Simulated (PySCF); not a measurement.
CH7ClFNSi2, SMILES CN[SiH2][Si@@H](F)Cl.

Coordinates come from a B3LYP-D3(BJ)/def2-SVP optimisation. The structure was generated by enumeration; whether it is a known compound was not checked. One conformer was computed; it need not be the lowest.

These are TDDFT-PBE/def2-SVPD (PySCF 2.14.0) values and carry that method's errors.

Vertical excitations. Isolated molecule, no solvent.

Computed UV-visible absorptions:
| state | energy (eV) | λ (nm) | f | main pairs |
|---|---|---|---|---|
| S1 | 4.18 | 296 | 0.002 | HOMO→LUMO 99 % |
| S2 | 4.66 | 266 | 0.008 | HOMO→LUMO+1 99 % |
| S3 | 5.50 | 226 | 0.022 | HOMO→LUMO+2 95 % |
| S4 | 5.67 | 219 | 0.004 | HOMO→LUMO+3 67 %, HOMO−1→LUMO 28 % |
| S5 | 5.72 | 217 | 0.018 | HOMO−1→LUMO 68 %, HOMO→LUMO+3 28 % |
| S6 | 6.09 | 204 | 0.005 | HOMO→LUMO+4 95 % |
| S7 | 6.20 | 200 | 0.032 | HOMO−1→LUMO+1 91 % |
| S8 | 6.35 | 195 | 0.010 | HOMO→LUMO+5 94 % |
| S9 | 6.59 | 188 | 0.016 | HOMO→LUMO+6 93 % |
| S10 | 6.62 | 187 | 0.012 | HOMO−2→LUMO 89 % |
| T1 | 3.98 | 312 | 0 | HOMO→LUMO 99 % |
| T2 | 4.47 | 277 | 0 | HOMO→LUMO+1 99 % |
| T3 | 5.19 | 239 | 0 | HOMO−1→LUMO 96 % |
| T4 | 5.36 | 231 | 0 | HOMO→LUMO+2 99 % |
Triplets are in the Tamm–Dancoff approximation, which puts them higher than full response would, so one can lie above its singlet here.
